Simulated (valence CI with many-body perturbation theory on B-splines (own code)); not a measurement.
## Which ion has this spectrum?

A relativistic CI+MBPT calculation for an atom or ion with 42 electrons gives these levels (eV):

```csv
J,Parity,E,g
4,even,0.000,1.27
2,even,2.700,1.29
0,even,8.876,
3,even,15.506,1.38
4,even,16.564,1.17
1,even,17.292,1.32
5,even,19.685,1.13
6,even,19.948,1.11
2,even,21.881,0.96
3,even,22.448,1.05
0,even,25.776,
1,even,27.029,1.15
2,even,27.101,1.13
4,even,27.407,1.05
```

The energies are calculated, and their last digits are not significant.

(1) Which is it?
A. Pt36+
B. W32+
C. Re33+
D. Ir35+

Results:

(1) C. Re33+, ground level (4d3/2^4 4d5/2^2) J=4.
